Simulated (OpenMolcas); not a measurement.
## Re2+: from CASSCF to CASPT2

| Item | Value |
| --- | --- |
| Program | OpenMolcas 26.06 |
| Basis | ANO-R3 [10s7p6d4f2g1h] |
| Scalar Hamiltonian | X2C, finite nucleus |
| Active space | 5 electrons in 5 orbitals (5d) |
| State averaging | 2S+1 = 6 even, 1 root; 2S+1 = 4 even, 24 roots; 2S+1 = 2 even, 75 roots |
| Spin-orbit coupling | state interaction with AMFI integrals over the reference wave functions, term energies averaged over their components |

Methods on the same reference wave functions:
A. CASSCF
B. SS-CASPT2, IPEA 0.25 Eh, imaginary shift 0.1 Eh (closed shells correlated: 5s 5p)
C. MS-CASPT2, IPEA 0.25 Eh, imaginary shift 0.1 Eh (closed shells correlated: 5s 5p)

Energies in cm-1 above 5d5 6S 5/2, the measured ground level; measured values from the list in Brasseur, Gamrath and Quinet, At. Data Nucl. Data Tables 157, 101636 (2024).

```json
{"Level": "5d5 6S 5/2", "A": "0.0", "B": "0.0", "C": "0.0", "Measured": "0.0"}
{"Level": "5d5 4G 7/2 [70 %]", "A": "22663", "B": "18180", "C": "18180", "Measured": "16890"}
{"Level": "5d5 4G 11/2", "A": "23138", "B": "19040", "C": "19040", "Measured": "18020"}
{"Level": "5d5 4G 9/2", "A": "23654", "B": "19540", "C": "19540", "Measured": "18346"}
{"Level": "5d5 4P 1/2 [59 %]", "A": "26233", "B": "20650", "C": "20650", "Measured": ""}
{"Level": "5d5 4D 7/2 [73 %]", "A": "28532", "B": "22590", "C": "22590", "Measured": "20453"}
{"Level": "5d5 4D 1/2 [63 %]", "A": "31295", "B": "25350", "C": "25350", "Measured": ""}
{"Level": "5d5 2I 11/2", "A": "32505", "B": "27710", "C": "27710", "Measured": "26170"}
{"Level": "5d5 2I 13/2", "A": "34674", "B": "30010", "C": "30010", "Measured": "28588"}
{"Level": "5d5 2H 9/2 [51 %]", "A": "41212", "B": "34790", "C": "34790", "Measured": ""}
{"Level": "5d5 2F 5/2(2) [56 %]", "A": "45118", "B": "36960", "C": "36960", "Measured": ""}
{"Level": "5d5 2H 11/2 [75 %]", "A": "45975", "B": "40310", "C": "40310", "Measured": ""}
{"Level": "5d5 2S 1/2", "A": "50381", "B": "40670", "C": "40670", "Measured": ""}
{"Level": "5d5 2D 3/2(2)", "A": "55714", "B": "45710", "C": "45710", "Measured": ""}
{"Level": "5d5 2D 5/2(2) [71 %]", "A": "58155", "B": "48460", "C": "48460", "Measured": ""}
{"Level": "5d5 2G 9/2(2)", "A": "61474", "B": "51450", "C": "51450", "Measured": ""}
{"Level": "5d5 2G 7/2(2)", "A": "62564", "B": "52640", "C": "52640", "Measured": ""}
{"Level": "5d5 2P 3/2", "A": "72639", "B": "58680", "C": "58680", "Measured": ""}
{"Level": "5d5 2P 1/2", "A": "74864", "B": "61120", "C": "61120", "Measured": ""}
{"Level": "5d5 2D 5/2(3)", "A": "80602", "B": "66500", "C": "66500", "Measured": ""}
{"Level": "5d5 2D 3/2(3)", "A": "82176", "B": "68100", "C": "68100", "Measured": ""}
```

Deviations, from unrounded energies. A percentage is the sum of absolute deviations over the sum of measured energies, with the sign that they share, or ± where signs differ.

| Against measurement | Levels | A | B | C |
| --- | --- | --- | --- | --- |
| mean absolute deviation (cm-1) | 6 | 6100 | 1400 | 1400 |
| other terms of the ground configuration (%) | 6 | +28.6 | +6.7 | +6.7 |

B, C lie about equally close to measurement and A furthest from it. The largest miss of B in the table is 5d5 4D 7/2 [73 %], by +2100 cm-1. The ranking rests on the paired levels alone, and a cruder setting can come out closer through cancelling errors.

Between B and C no level of the table moves by more than 5 cm-1.

The two smallest mean deviations differ by little beside CASPT2's spread within terms, so their order carries little weight.

From A to B the spin-free energies of the other terms of 5d5 shown, above 6S, scale by factors of 0.76 to 0.84, as is usual when dynamic correlation screens the repulsion within a d or f shell.

The lowest spin-free term lies below A's lowest term by 0.343 hartree in B, 0.343 hartree in C.

CASPT2 does not keep the components of a term degenerate, so their means are used; among the terms shown or strongly mixed into the levels shown the widest spread is 900 cm-1 (5d5 4F, C). Configurations with an s electron lie low in 5d ions of this charge, fall among these levels and mix in, so low-spin terms can stand far too high, up to twice their true height, and weights are not those of the real levels. Without dynamic correlation excited terms often stand tens of per cent too high (terms of higher spin than the ground term too low), and those without a measured partner can miss by more than the paired ones (holds for A). Some levels mix across a computed gap that differs much from the measured one, so their mixing is not that of the real levels (holds for A). Blocks of more than 70 roots (2S+1 = 2 even) ran without multistate coupling (holds for C). The CASPT2 spread within a term exceeds the gap to the next term for 5d5 4F and 5d5 2F(1), so the order of their levels is uncertain, and so are names and mixing where such terms share a J (holds for C). Computed and measured levels are paired by configuration, term and J; levels that our copy of the source lacks, or whose pairing is in doubt (as where it misses far off the trend of its configuration), stay unpaired and out of the deviations. Only configurations of the active space appear. The table leaves out levels that lie high or whose names do not pair safely across all columns.

A share in square brackets marks a mixed level and gives the weight of the term that names it, the lowest over the columns. A number in round brackets counts repeated terms of one configuration in the order of the reference energies.
